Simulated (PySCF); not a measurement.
BH₄O₄, charge -1.

```xyz
9

O      1.1256    -0.5349    -0.7970
B      0.0000     0.0000     0.0000
O     -0.5349    -1.1256     0.7970
O      0.5349     1.1256     0.7970
O     -1.1256     0.5349    -0.7970
H      0.8877    -1.4330    -1.0322
H     -1.4330    -0.8877     1.0322
H      1.4330     0.8877     1.0322
H     -0.8877     1.4330    -1.0322
```
Charge -1, spin multiplicity 1.

Coordinates come from a PBE0-D3(BJ)/def2-SVPD optimisation. Other conformers were not sampled.

Calculation: KT2/pcSseg-1 (PySCF). Non-relativistic, no solvent.

### Question
Give the absolute GIAO shielding of each atom: isotropic value and principal components (ppm). (An estimate is asked for; the answer gives what the named calculation found.)

### Answer

```tsv
atom	σ(iso)	σ11	σ22	σ33	span
O1	270.6	223.2	270.5	318.2	95.0
B2	98.9	95.1	95.1	106.5	11.4
O3	270.6	223.2	270.5	318.2	95.0
O4	270.6	223.2	270.5	318.2	95.0
O5	270.6	223.2	270.5	318.2	95.0
H6	32.6	25.3	29.9	42.7	17.4
H7	32.6	25.3	29.9	42.7	17.4
H8	32.6	25.3	29.9	42.7	17.4
H9	32.6	25.3	29.9	42.7	17.4
```
